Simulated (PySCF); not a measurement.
# MC cations for M along group 14

PBE0 with double-zeta basis sets in PySCF, for the lowest determinant that a PBE0 search found; no spin–orbit coupling. De refers to high-spin ground-configuration atoms (the charge goes to the atom of lower measured ionisation energy or higher electron affinity, which is not always the lowest computed limit). A positive dipole points towards C; it is taken about the centre of mass and depends on that origin.

```csv
M,basis,charged atom,state (unpaired electrons),Re (Å),ωe (cm⁻¹),De (eV),μ (D)
C,cc-pVDZ,C+,"quartet (σ ↑, π ↑↑)",1.409,1374,5.96,n/a
Si,def2-SVP,Si+,"quartet (σ ↑, π ↑↑)",1.824,847,3.74,-1.15
Ge,def2-SVPD,Ge+,"quartet (σ ↑, π ↑↑)",1.914,704,3.39,-0.11
Sn,x2c-SVPall,Sn+,"quartet (σ ↑, π ↑↑)",2.120,610,2.81,-0.82
```

The shortest bond is that of C₂⁺ (1.409 Å), the longest that of SnC⁺ (2.120 Å). C₂⁺ is bound most strongly (5.96 eV) and SnC⁺ least (2.81 eV).

The rows differ in basis set, which adds steps of its own.

Down a group the atoms grow and get heavier, so bonds lengthen and wavenumbers fall; this series shows no clear exception.

Spin–orbit coupling is left out, which matters for elements this heavy, above all for dissociation energies. For an ion De counts to the pair picked by the measured ionisation energies or electron affinities, which need not be the lowest pair at this level. States were picked by a PBE0 search and need not be the measured ground states.
